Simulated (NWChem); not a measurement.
System: C3H6ClF; SMILES C[C@@H](CCl)F

Parts of the log:

```
             Northwest Computational Chemistry Package (NWChem) 7.3.0
             --------------------------------------------------------

 C1  symmetry detected

                             Geometry "geometry" -> ""
                             -------------------------

 Output coordinates in angstroms (scale by  1.889725989 to convert to a.u.)

  No.       Tag          Charge          X              Y              Z
 ---- ---------------- ---------- -------------- -------------- --------------
    1 C                    6.0000     0.67286316     2.16196963    -0.05447750
    2 C                    6.0000    -0.02087675     0.84437342    -0.32329556
    3 F                    9.0000    -1.31295647     0.91701287     0.14546547
    4 C                    6.0000     0.67883939    -0.31600004     0.34943684
    5 Cl                  17.0000    -0.05757807    -1.88185637    -0.07400045
    6 H                    1.0000     0.74590087     2.35001097     1.02759308
    7 H                    1.0000     1.68525517     2.17332185    -0.48401669
    8 H                    1.0000     0.09596669     2.98123112    -0.50605604
    9 H                    1.0000    -0.07345665     0.64939065    -1.40942703
   10 H                    1.0000     0.62175617    -0.20593208     1.44194721
   11 H                    1.0000     1.73505840    -0.35163813     0.04879534

 Effective nuclear repulsion energy (a.u.)     231.0062855917

  pbe96 is a nonlocal functional; adding pw91lda local functional.

                                 NWChem DFT Module
                                 -----------------

 Summary of "ao basis" -> "ao basis" (spherical)
 ------------------------------------------------------------------------------
       Tag                 Description            Shells   Functions and Types
 ---------------- ------------------------------  ------  ---------------------
 C                           6-31g*                  6       14   3s2p1d
 F                           6-31g*                  6       14   3s2p1d
 Cl                          6-31g*                  8       18   4s3p1d
 H                           6-31g*                  2        2   2s

            General Information
            -------------------
          SCF calculation type: DFT
          Wavefunction type:  closed shell.
          No. of atoms     :    11
          No. of electrons :    50
           Alpha electrons :    25
            Beta electrons :    25
          Charge           :     0
          Spin multiplicity:     1
          Use of symmetry is: off; symmetry adaption is: off
          Maximum number of iterations: 150
          AO basis - number of functions:    86
                     number of shells:    44
          Convergence on energy requested:  1.00D-06
          Convergence on density requested:  1.00D-05
          Convergence on gradient requested:  5.00D-04

              XC Information
              --------------
                     Hartree-Fock (Exact) Exchange  1.000
                     LC-wPBE(h)Exchange Functional  1.000
            Perdew 1991 LDA Correlation Functional  1.000 local
           PerdewBurkeErnz. Correlation Functional  1.000 non-local

           Range-Separation Parameters
           ---------------------------
           Alpha           :  0.00
           Beta            :  1.00
           Gamma           :  0.60
           Short-Range HF  :     F

             Grid Information
             ----------------
          Grid used for XC integration:  medium
          Radial quadrature: Mura-Knowles
          Angular quadrature: Lebedev.
          Tag              B.-S. Rad. Rad. Pts. Rad. Cut. Ang. Pts.
          ---              ---------- --------- --------- ---------
          C                   0.70       49          11.0       434
          F                   0.50       49           9.0       434
          Cl                  1.00       88          11.0       590
          H                   0.35       45          12.0       434
          Grid pruning is: on
          Number of quadrature shells:   554
          Spatial weights used:  Erf1

      Superposition of Atomic Density Guess
      -------------------------------------

 Sum of atomic energies:        -674.79307242

      Non-variational initial energy
      ------------------------------

 Total energy =    -677.145779
 1-e energy   =   -1388.387238
 2-e energy   =     480.235174
 HOMO         =      -0.347419
 LUMO         =       0.072767

   convergence    iter        energy       DeltaE   RMS-Dens  Diis-err
 ---------------- ----- ----------------- --------- --------- ---------
 d= 0,ls=0.0,diis     1   -677.6224838788 -9.09D+02  9.92D-03  8.25D-01
 d= 0,ls=0.0,diis     2   -677.6829438571 -6.05D-02  4.01D-03  3.39D-01
 d= 0,ls=0.0,diis     3   -677.7137468022 -3.08D-02  9.44D-04  1.73D-02
 d= 0,ls=0.0,diis     4   -677.7154741837 -1.73D-03  3.37D-04  9.95D-04
 d= 0,ls=0.0,diis     5   -677.7155930555 -1.19D-04  1.43D-04  6.90D-05
  Resetting Diis
 d= 0,ls=0.0,diis     6   -677.7156052574 -1.22D-05  3.01D-05  2.13D-06
 d= 0,ls=0.0,diis     7   -677.7156057571 -5.00D-07  1.02D-05  2.90D-07
 d= 0,ls=0.0,diis     8   -677.7156058141 -5.70D-08  3.15D-06  6.94D-08

         Total DFT energy =     -677.715605814110
      One electron energy =    -1391.919229516337
           Coulomb energy =      540.254553470730
    Exchange-Corr. energy =      -57.057215360232
 Nuclear repulsion energy =      231.006285591730

 Numeric. integr. density =       50.000000181865

                       DFT Final Molecular Orbital Analysis
                       ------------------------------------

 Vector   23  Occ=2.000000D+00  E=-4.875595D-01
              MO Center= -2.6D-01,  9.3D-01, -1.9D-01, r^2= 2.5D+00
   Bfn.  Coefficient  Atom+Function         Bfn.  Coefficient  Atom+Function
  ----- ------------  ---------------      ----- ------------  ---------------
    33      0.318545   3 F  pz               19     -0.258855   2 C  pz
    37      0.238825   3 F  pz               32      0.217081   3 F  py
    82      0.213436   9 H  s                81      0.211391   9 H  s
     4      0.188601   1 C  py               18     -0.172868   2 C  py
    36      0.162265   3 F  py               64     -0.160547   5 Cl py

 Vector   24  Occ=2.000000D+00  E=-4.459822D-01
              MO Center=  7.3D-02, -1.7D+00,  1.1D-02, r^2= 1.7D+00
   Bfn.  Coefficient  Atom+Function         Bfn.  Coefficient  Atom+Function
  ----- ------------  ---------------      ----- ------------  ---------------
    65      0.548100   5 Cl pz               63     -0.435939   5 Cl px
    69      0.303365   5 Cl pz               67     -0.240158   5 Cl px
    61     -0.213367   5 Cl pz               59      0.169624   5 Cl px
    47     -0.139696   4 C  pz               84     -0.127174  10 H  s
    86      0.126836  11 H  s                83     -0.113660  10 H  s

 Vector   25  Occ=2.000000D+00  E=-4.440718D-01
              MO Center=  9.5D-03, -1.3D+00, -4.6D-02, r^2= 2.6D+00
   Bfn.  Coefficient  Atom+Function         Bfn.  Coefficient  Atom+Function
  ----- ------------  ---------------      ----- ------------  ---------------
    63      0.433515   5 Cl px               65      0.364813   5 Cl pz
    64     -0.329978   5 Cl py               67      0.240318   5 Cl px
    69      0.202737   5 Cl pz               68     -0.184950   5 Cl py
    18     -0.183666   2 C  py               59     -0.168805   5 Cl px
    61     -0.141938   5 Cl pz               60      0.128411   5 Cl py

 Vector   26  Occ=0.000000D+00  E= 1.446680D-01
              MO Center=  2.8D-01, -7.8D-01,  2.1D-02, r^2= 4.2D+00
   Bfn.  Coefficient  Atom+Function         Bfn.  Coefficient  Atom+Function
  ----- ------------  ---------------      ----- ------------  ---------------
    48      1.142528   4 C  s                68     -0.788631   5 Cl py
    50     -0.757698   4 C  py               66     -0.721491   5 Cl s
     6      0.573185   1 C  s                80     -0.468274   8 H  s
    67     -0.383361   5 Cl px               64     -0.346416   5 Cl py
    82     -0.337338   9 H  s                46     -0.322973   4 C  py

 Vector   27  Occ=0.000000D+00  E= 1.988876D-01
              MO Center=  1.2D+00,  6.8D-01, -1.6D-01, r^2= 4.4D+00
   Bfn.  Coefficient  Atom+Function         Bfn.  Coefficient  Atom+Function
  ----- ------------  ---------------      ----- ------------  ---------------
    86      1.234241  11 H  s                78      1.059786   7 H  s
     6     -0.848125   1 C  s                49     -0.791618   4 C  px
    48     -0.636026   4 C  s                20     -0.615376   2 C  s
     7     -0.546948   1 C  px               82      0.475077   9 H  s
    76      0.340985   6 H  s                 8     -0.296642   1 C  py

 Vector   28  Occ=0.000000D+00  E= 2.188645D-01
              MO Center=  4.9D-01,  6.8D-01,  8.8D-01, r^2= 4.2D+00
   Bfn.  Coefficient  Atom+Function         Bfn.  Coefficient  Atom+Function
  ----- ------------  ---------------      ----- ------------  ---------------
    84      1.460717  10 H  s                76      1.081904   6 H  s
    51     -0.869517   4 C  pz                6     -0.731976   1 C  s
    48     -0.714559   4 C  s                 9     -0.560341   1 C  pz
    82     -0.538305   9 H  s                21      0.256605   2 C  px
    47     -0.242267   4 C  pz               34      0.214543   3 F  s

     Multipole analysis of the density
     ---------------------------------

     L   x y z        total         alpha         beta         nuclear
     -   - - -        -----         -----         ----         -------
     0   0 0 0     -0.000000    -25.000000    -25.000000     50.000000

     1   1 0 0      0.958490      0.479245      0.479245      0.000000
     1   0 1 0      0.797514      0.398757      0.398757     -0.000000
     1   0 0 1     -0.029853     -0.014926     -0.014926      0.000000

[...]
```

Level: LC-wPBE (HJS exchange hole, range parameter 0.6 per bohr)/6-31G* (spherical d), vertical spin-unrestricted ions. Coordinates come from a PBE0/def2-SVP optimisation.

Problem. Reconstruct the input file.

Solution. One answer among several that fit: the input that was run:
```
start job
memory heap 200 mb stack 900 mb global 1100 mb
geometry units angstroms noautoz
  C      0.735462     2.121881    -0.075879
  C     -0.010302     0.829140    -0.325388
  F     -1.313797     0.978972     0.090466
  C      0.607705    -0.337306     0.413604
  Cl    -0.186871    -1.881517     0.016644
  H      0.777534     2.345620     1.001034
  H      1.762365     2.070362    -0.466246
  H      0.215545     2.950146    -0.577462
  H     -0.032137     0.597370    -1.405328
  H      0.515770    -0.184957     1.498634
  H      1.671354    -0.433079     0.155278
end
basis spherical
  * library 6-31g*
end
dft
  xc xwpbe 1.00 cpbe96 1.0 hfexch 1.00
  cam 0.6 cam_alpha 0.0 cam_beta 1.0
  iterations 150
  vectors input atomic output neutral.movecs
end
task dft energy
charge 1
dft
  odft
  mult 2
  vectors input atomic output cation.movecs
end
task dft energy
```
